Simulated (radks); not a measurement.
Species: Cu XIV. Configuration: [Ne] 3s2 3p4 (the NIST ground configuration).

All-electron calculation, scalar-relativistic Kohn-Sham, exchange-only LDA, spin-polarised, spherical densities, point nucleus; open shells are filled with parallel spins first. Program: a radial shooting solver on a logarithmic mesh with Libxc functionals.

Energy parts (eV):
part                  energy
total             -42830.179
kinetic            43531.018
electron-nucleus  -96218.040
Hartree            11220.427
exchange           -1363.585

Orbitals (lengths in bohr, moments of r in powers of bohr; r(max) is where P^2 peaks):
orbital  occ.  eigenvalue (eV)  <1/r>   r(max)
1s up       1        -9251.625  29.10  0.03417
1s down     1        -9249.724  29.11  0.03417
2s up       1        -1476.751  6.349   0.1966
2s down     1        -1474.882  6.352   0.1966
2p up       3        -1334.432  6.233   0.1579
2p down     3        -1332.178  6.233   0.1580
3s up       1        -466.6990  2.329   0.5712
3s down     1        -460.3122  2.322   0.5714
3p up       3        -422.7036  2.243   0.5608
3p down     1        -416.3463  2.237   0.5611

The highest occupied level is 3p down at -416.35 eV. The density falls to 0.001 e/bohr^3 at r = 1.58 bohr. Summed over all electrons, <r^2> = 3.073 bohr^2, which gives a Langevin (diamagnetic) susceptibility term of -2.43 x 10^-6 cm^3/mol. Spin moment in Bohr magnetons: 2.
